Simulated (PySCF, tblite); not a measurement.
Isomers of C6H14N (doublet state), one GFN2-xTB conformer each. Single-point energies are computed at B3LYP/pcH-1 (PySCF, gas phase, no added dispersion term), electronic only. GFN2-xTB treats the open shell by occupation alone, and not every SCF solution was tested for stability.

Question: Rank them by B3LYP/pcH-1 energy, lowest first (kcal/mol).
A. `[CH3:1][CH2:2][C@H:3]([CH3:4])[CH2:5][CH2:6][NH:7]` (doublet state) with C1–C2–C3–C4 66°, C2–C3–C5–C6 -60°, C3–C5–C6–N7 -175°, C5–C6–N7–H -6°
B. `[CH3:1][CH2:2][C:3]([CH3:4])[C@@H:5]([CH3:6])[NH2:7]` (doublet state) with C1–C2–C3–C4 90°, C2–C3–C5–C6 112°, C3–C5–N7–H 59° and 178°

Answer: B (0.0), A (8.2).

GFN2-xTB itself gives, in the same order: 0.0, 5.8. Both levels put the same isomer lowest.

Q: What happens when harmonic zero-point energies from GFN2-xTB frequencies are added?

A: 
| SMILES | ZPE (kcal/mol) | electronic (kcal/mol) | with ZPE (kcal/mol) |
| --- | --- | --- | --- |
| CC[C](C)[C@@H](C)N | 118.2 | 0.0 | 0.0 |
| CC[C@H](C)CC[NH] | 118.3 | 8.2 | 8.4 |

The zero-point energies span 0.1 kcal/mol. The order is unchanged.
